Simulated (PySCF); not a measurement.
**How the method moves the HOMO and LUMO of `[NH3+][BH2-]C#CC(=O)O`**

Species: C₃H₆BNO₂.
Structure used (PBE0-D3(BJ)/def2-SVP), in Å, numbered top down from 1:
```xyz
13
C3H6BNO2 angstrom
N     -2.3181   -0.2408    0.1913
B     -1.3374    0.4986   -0.8838
C      0.1199    0.2459   -0.3838
C      1.2405    0.0217    0.0485
C      2.5286   -0.2791    0.6178
O      2.6997   -0.9384    1.6148
O      3.5408    0.2529   -0.0809
H     -2.1832    0.1434    1.1284
H     -2.1189   -1.2417    0.2416
H     -3.2992   -0.1217   -0.0639
H     -1.5669   -0.0240   -1.9642
H     -1.6486    1.6801   -0.8608
H      4.3484   -0.0147    0.3846
```

Basis pcSseg-1 throughout (PySCF), one geometry. One conformer (not necessarily the lowest) at the PBE0-D3(BJ)/def2-SVP geometry, without solvent, vibrations or thermal averaging.

Q: How do the orbital energies, the gap and the dipole change with the method?

A: 
| method | kind | HOMO (eV) | LUMO (eV) | gap (eV) | μ (D) | SCF cycles |
| --- | --- | --- | --- | --- | --- | --- |
| OPBE | GGA | -5.95 | -1.42 | 4.53 | 5.39 | 17 |
| PBE | GGA | -6.00 | -1.53 | 4.47 | 5.38 | 17 |
| KT2 | GGA | -6.13 | -1.53 | 4.60 | 5.38 | 18 |
| mPW1PW91 | global hybrid | -7.40 | -0.67 | 6.73 | 5.46 | 15 |
| BHandHLYP | global hybrid | -8.46 | 0.44 | 8.90 | 5.47 | 14 |
| CAM-B3LYP | range-separated hybrid | -8.67 | 0.51 | 9.18 | 5.43 | 14 |
| HF | Hartree–Fock | -10.14 | 2.76 | 12.90 | 5.50 | 14 |

The HOMO spans 4.19 eV, from OPBE down to HF, and the gap runs from 4.47 eV (PBE) to 12.90 eV (HF). Over the methods OPBE (0 %), PBE (0 %), KT2 (0 %), mPW1PW91 (25 %), BHandHLYP (50 %), HF (100 %), a straight line through the gap against the share of exact exchange rises by 0.84 eV for each 10 % (correlation coefficient 1.000). The dipole ranges from 5.38 D (KT2) to 5.50 D (HF). This basis has no diffuse functions.
